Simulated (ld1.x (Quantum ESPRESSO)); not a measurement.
# Cd: one change to a TM potential, before and after

ld1.x (Quantum ESPRESSO) 7.5 input, shortened:

```
&input
   title='Cd', zed=48., rel=2, dft='PBE', iswitch=3,
   config='[Kr] 4d10 5s1 5p0', rel_dist='average'
 /
 &inputp
   pseudotype=2, tm=.true., lloc=0,
   nlcc=.true., new_core_ps=.true., rcore=0.60
 /
3
5P  2  1   0.00   0.00  2.00  2.00  0.0
4D  3  2  10.00   0.00  1.10  1.10  0.0
5S  1  0   1.00   0.00  1.70  1.70  0.0
 &test
   configts(1)='4d10 5s1 5p0'
 /
```

Open shells are filled in proportion to 2j + 1 (rel_dist='average').

Change: all radii but the core radius scaled by about 1.30 (s 2.20, p 2.60, d 1.42 bohr).

Cutoffs: the cutoffs (Ry, on a coarse ladder) from which the occupation-weighted sum of valence levels, in a spherical-Bessel basis at the reference potential, stays within 10 and 1 mRy of its value at 400 Ry; they do not see the model core or the augmentation charge, which bear on the density cutoff. Errors are all-electron minus pseudo energies relative to the spin-unpolarised reference configuration.

Task: How do hardness, ghosts and transferability respond?

Result: The potential gets neither clearly harder nor softer (90 Ry and 110 Ry → 80 Ry and 120 Ry); the d channel sets the loose cutoff, while the largest relative change is in s, which becomes softer; of the 7 tests that both files solve, the error grows in 6 and shrinks in 0 by more than 15 % and 0.3 meV (median size 7.7 → 14.2 meV); neither file shows a bound ghost. More of the atom is replaced by a form fitted at one configuration, so other configurations suffer.

```csv
quantity,base,changed
"cutoff, loose",90 Ry,80 Ry
"cutoff, tight",110 Ry,120 Ry
loose cutoff by channel (10 mRy a level),"d 70 Ry, s 21 Ry","d 70 Ry, s 8 Ry"
bound ghosts,none,none
"error for 4d10 5s2 5p0, meV [ΔE -9.27 eV]",-1.1,-5.8
"error for 4d10 5s0 5p0, meV [ΔE 17.13 eV]",-7.7,-14
"error for 4d9 5s0 5p0, meV [ΔE 55.13 eV]",-235,-231
"error for 4d9 5s2 5p0, meV [ΔE 8.70 eV]",-146,-238
"error for 4d10 5s1 5p1, meV [ΔE -4.61 eV]",-0.8,-1.3
"error for 4d9 5s2 5p1, meV [ΔE 3.36 eV]",-192,-284
"error for 4d10 5s0 5p1, meV [ΔE 5.77 eV]",-1.0,-3.4
```
